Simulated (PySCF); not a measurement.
## A ladder of Hamiltonians for Mo³⁶⁺ (molybdenum, charge +36)

Occupied: 1s1/2, 2s1/2, 2p1/2. Hartree-Fock calculated with PySCF 2.14 in an even-tempered Gaussian basis (16 s from 5 bohr⁻², ratio 2.7; 12 p from 6 bohr⁻², ratio 2.7), Gaussian nucleus throughout. NR is non-relativistic, sf-X2C the spin-free one-electron X2C Hamiltonian, X2C adds the bare one-electron spin-orbit term, X2C-SNSO screens it by Boettger's factors, DC is four-component Dirac-Coulomb, and the Gaunt and Breit terms are added at first order (total energies over the DC spinors, levels after relaxing the spinors in that mean field). QED terms are absent. Levels marked empty are virtual spinors of this ion.

```
Hamiltonian  E (hartree)  E − E(DC) (hartree)  CPU seconds
        X2C   -2575.7939               0.3470         0.26
   X2C-SNSO   -2575.4762               0.6648         0.26
         DC   -2576.1410               0.0000          8.5
   DC+Gaunt   -2574.4575               1.6835           18
   DC+Breit   -2574.5444               1.5965           49
```

```csv
level (eV),X2C,X2C-SNSO,DC,DC+Gaunt,DC+Breit
1s1/2,-22862.7,-22863.2,-22874.1,-22840.2,-22841.3
2s1/2,-5214.7,-5214.8,-5216.1,-5212.9,-5213.2
2p1/2,-5099.6,-5095.4,-5096.3,-5089.6,-5090.5
2p3/2 (empty),-4794.4,-4796.4,-4796.5,-4793.1,-4793.9
3s1/2 (empty),-2137.5,-2137.5,-2137.9,-2137.0,-2137.1
```

Weight of the small component: 1s1/2 0.0236, 2s1/2 0.00536, 2p1/2 0.00533, 2p3/2 0.00510, 3s1/2 0.00216.

Koopmans' value for the highest occupied level at DC+Breit: 5090.5 eV, against an ionisation energy of 5084 ± 6 eV (semi-empirical (NIST evaluation); NIST Atomic Spectra Database, ionization energies); the former lacks relaxation, correlation, QED and recoil.

The whole ladder took 78 s of wall time on 1 thread of Neoverse-N1 (shared host), launched as `OMP_NUM_THREADS=1 python relrun2.py TASK.json OUT` (a driver that calls PySCF for each Hamiltonian).
